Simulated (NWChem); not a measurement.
Molecule: C₂H₇OSb; SMILES [CH3][Sb]([CH3])[OH]

```xyz
11

Sb     0.0571    -0.0006     0.3980
C     -0.9795    -1.5666    -0.6695
H     -0.7681    -1.4464    -1.7418
H     -2.0633    -1.4944    -0.4936
H     -0.6268    -2.5531    -0.3374
C     -0.9516     1.5842    -0.6691
H     -0.7048     1.4829    -1.7359
H     -0.6137     2.5659    -0.3088
H     -2.0402     1.5048    -0.5298
O      1.6306    -0.0143    -0.8483
H      2.4445    -0.0224    -0.3323
```
Atoms are numbered in this order, from 1.

Geometry: optimised at PBE0/def2-SVP. No frequency run checked for a minimum. B3LYP is NWChem's, with the RPA form of VWN correlation. def2 effective core potentials on Sb; no spin-orbit coupling.

List the 4 lowest vertical singlet excitations from B3LYP/def2-SVPD with def2 effective core potentials on Sb, TDA (NWChem).


```tsv
state	energy (eV)	oscillator strength	leading excitation (squared amplitude)
S1	5.04	0.099	HOMO → LUMO (0.96)
S2	5.47	0.001	HOMO−1 → LUMO (0.98)
S3	6.00	0.199	HOMO → LUMO+1 (0.92)
S4	6.20	0.023	HOMO → LUMO+2 (0.97)
```
